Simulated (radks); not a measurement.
Values are calculated unless marked as measured or tabulated.
Species: the praseodymium ion Pr22+. Configuration: [Kr] 4d1 (the NIST ground configuration).

Level of theory: Dirac Kohn-Sham, PBE, spin-unpolarised, spherical densities, point nucleus; open shells are shared between the two j in proportion to 2j + 1 (a radial shooting solver on a logarithmic mesh with Libxc functionals).

Energy parts (eV):
part                      energy
total                 -245856.64
kinetic                264932.92
electron-nucleus      -576120.01
Hartree                 70596.72
exchange-correlation    -5266.27

Orbitals (lengths in bohr, moments of r in powers of bohr):
orbital  occ.  eigenvalue (eV)      <r^2>  <1/r>
1s1/2       2        -42419.15  0.0007895  64.70
2s1/2       2        -7356.880    0.01245  15.29
2p1/2       2        -6989.050   0.009117  15.27
2p3/2       4        -6506.350    0.01037  13.78
3s1/2       2        -2061.965    0.08336  5.573
3p1/2       2        -1906.508    0.07817  5.488
3p3/2       4        -1809.107    0.08530  5.116
3d3/2       4        -1540.526    0.06885  4.988
3d5/2       6        -1519.329    0.07084  4.894
4s1/2       2        -835.9715     0.3735  2.506
4p1/2       2        -774.4936     0.3832  2.431
4p3/2       4        -748.3613     0.4087  2.317
4d3/2     0.4        -646.2920     0.4224  2.182
4d5/2     0.6        -640.9422     0.4299  2.155

The highest occupied level is 4d5/2 at -640.94 eV. The density falls to 0.001 e/bohr^3 at r = 1.47 bohr.
